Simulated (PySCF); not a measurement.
Correlation energy of B (boron, neutral)

[He] 2s1 2p2, high-spin 4P determinant (an excited configuration). Calculation: PySCF 2.14, in x2c-QZVPPall (7s4p3d2f1g, 57 functions); scalar relativity by spin-free X2C-1e. Frozen: 1s2; 3 electrons correlated.

MP2 pair energies summed by pair of shells (mhartree):

```tsv
pair	energy	share (%)
2p-2p	-6.79	57.1
2s-2p	-5.10	42.9
```

Total MP2 correlation energy: -11.89 mhartree.

Same-spin part -11.89 and opposite-spin part 0.00 mhartree; SCS-MP2 scales them by 1/3 and 6/5 to -3.96 mhartree.
